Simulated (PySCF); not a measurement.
(Z)-2,3-difluorobut-2-ene (C₄H₆F₂), SMILES C(/F)(=C(\C)F)C.

Geometry: B3LYP-D3(BJ)/def2-SVP.

These are PBE/def2-TZVP run with PySCF values and carry that method's errors.

Symmetry labels are those of the subgroup C2v that the program uses (full group C2v).

Task: List the valence orbital energies around the gap with their symmetry. (Estimate from the structure and the level; the computed values follow.)

Result: 
| orbital | symmetry | energy (eV) |
|---|---|---|
| HOMO−7 | A2 | -10.82 |
| HOMO−6 | A1 | -10.24 |
| HOMO−5 | B1 | -9.98 |
| HOMO−4 | B2 | -9.85 |
| HOMO−3 | A2 | -9.70 |
| HOMO−2 | B1 | -8.88 |
| HOMO−1 | A1 | -8.49 |
| HOMO | B2 | -5.49 |
| LUMO | A2 | -0.23 |
| LUMO+1 | A1 | 0.23 |
| LUMO+2 | A1 | 0.89 |
| LUMO+3 | B1 | 1.18 |
